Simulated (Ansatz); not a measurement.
Input for Ansatz (a first-principles code): R-PBE/def2-TZVPP on H3ISi2 (SMILES [SiH3][Si]I), a point of a torsion scan. Elements past Kr take the def2 small-core potentials; no spin–orbit coupling.

Ansatz 0.2 input:
```yaml
crystal:
  periodic: [false, false, false]
  atoms:
    - {symbol: Si, position_ang: [-0.71406536, -0.07928242, -0.08013460]}
    - {symbol: Si, position_ang: [1.14256190, 1.28818744, -0.10775049]}
    - {symbol: I, position_ang: [2.84820643, 0.14521461, -1.59444079]}
    - {symbol: H, position_ang: [-0.86529243, -0.42041783, 1.34617117]}
    - {symbol: H, position_ang: [-1.82064722, 0.83071457, -0.42684895]}
    - {symbol: H, position_ang: [-0.96094625, -1.32042999, -0.82169768]}
basis:
  gaussian:
    orbitals: def2-TZVPP
hamiltonian:
  xc: {name: PBE}
scf: {lower_state_search: off}
```

Program output:

```
WARN ansatz: RAYON_NUM_THREADS=1 ignored (pool sized by the plan → 1); use --threads N
Functional definition: PBE
these checks for a lower state are left out or cut short: stability, starts, cluster_reference, orbital_swaps, neighbouring_geometries, increment
integrals: 0.10 GiB planned
1120 factors; their error is unknown
mean field: 0.61 GiB planned
mean field evaluation 1: about -23894.8243 eV, gradient 2.0e1 eV
mean field evaluation 2: about -23893.6064 eV, gradient 2.6e1 eV
mean field evaluation 4: about -23896.4452 eV, gradient 4.2e0 eV
mean field evaluation 8: about -23896.4708 eV, gradient 1.6e-1 eV
mean field evaluation 16: about -23896.4709 eV, gradient 2.0e-5 eV
mean field -23896.47085820 eV, -878.1791064292 hartree, gradient 4.3e-6 eV, S^2 0.000000; 0 other end points of the search recorded, 0 dependent functions left out
reference -23896.47089718 eV, -878.1791078617 hartree; 28, 28 occupied and 148, 148 virtual orbitals, 1120 factors
Total energy: -23896.47089718 eV, -878.1791078617 hartree
Checks for a lower state left out: stability, starts, cluster_reference, orbital_swaps, neighbouring_geometries, increment
```

The run converged.

Cost: very roughly 2.6 core-seconds.
